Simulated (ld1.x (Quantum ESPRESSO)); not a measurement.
Transferability test, TM potential for Nb (Z = 41)

ld1.x (Quantum ESPRESSO) 7.5 input, shortened:

```
&input
   title='Nb', zed=41., rel=1, dft='PZ', iswitch=3,
   config='[Kr] 4d4 5s0.75 5p0'
 /
 &inputp
   pseudotype=2, tm=.true., lloc=-1, rcloc=2.55,
   nlcc=.true., new_core_ps=.true., rcore=1.30
 /
3
5S  1  0   0.75   0.00  2.90  2.90  0.0
4P  2  1   6.00   0.00  1.45  1.45  0.0
4D  3  2   4.00   0.00  2.25  2.25  0.0
 &test
   configts(1)='4p6 4d4 5s0.75 5p0'
 /
```

Energies are relative to the spin-unpolarised reference configuration 4p6 4d4 5s0.75 5p0; without spin polarisation the order of configurations can differ from experiment. Spin-polarised rows fill each open shell by Hund’s rule, majority spin first.

Task: Give the all-electron excitation energy and the error of the potential for: 4p6 4d4 5s1 5p0; 4p6 4d4 5s0 5p0; 4p6 4d3 5s0 5p0; 4p6 4d3 5s1 5p1; 4p6 4d4 5s0.5 5p0; 4p6 4d4 5s0 5p1; 4p6 4d5 5s0 5p0; 4p6 4d4 5s0.75 5p0 (spin-polarised); 4p6 4d4 5s1 5p0 (spin-polarised).

Result:

```
              valence configuration  charge  ΔE all-electron (eV)  error AE − PS (meV)
                    4p6 4d4 5s1 5p0       0                -1.214                 +0.2
                    4p6 4d4 5s0 5p0      +1                 5.702                 -6.8
                    4p6 4d3 5s0 5p0      +2                19.978                 -1.6
                    4p6 4d3 5s1 5p1       0                 1.608                  +77
                  4p6 4d4 5s0.5 5p0    +0.5                 1.551                 -0.5
                    4p6 4d4 5s0 5p1       0                 1.834                  -73
                    4p6 4d5 5s0 5p0       0                 0.109                  -15
4p6 4d4 5s0.75 5p0 (spin-polarised)   +0.25                -2.489                  +69
   4p6 4d4 5s1 5p0 (spin-polarised)       0                -3.823                  +72
```

Levels in the configuration 4p6 4d3 5s0 5p0:

```tsv
level	all-electron (eV)	pseudo (eV)
4p	-52.015	-52.006
4d	-19.325	-19.329
```

These tests converged, but a pseudo level misses the all-electron one widely, so the file describes the atom poorly there or has found another state: 4p6 4d3 5s0 5p0: empty 5s by 3.4 eV (a node warning on the way).

Note: ghost state, extra bound levels that the all-electron valence spectrum of the same l lacks: s at -4.4 eV. A true bound ghost makes a file unfit for plane-wave use.
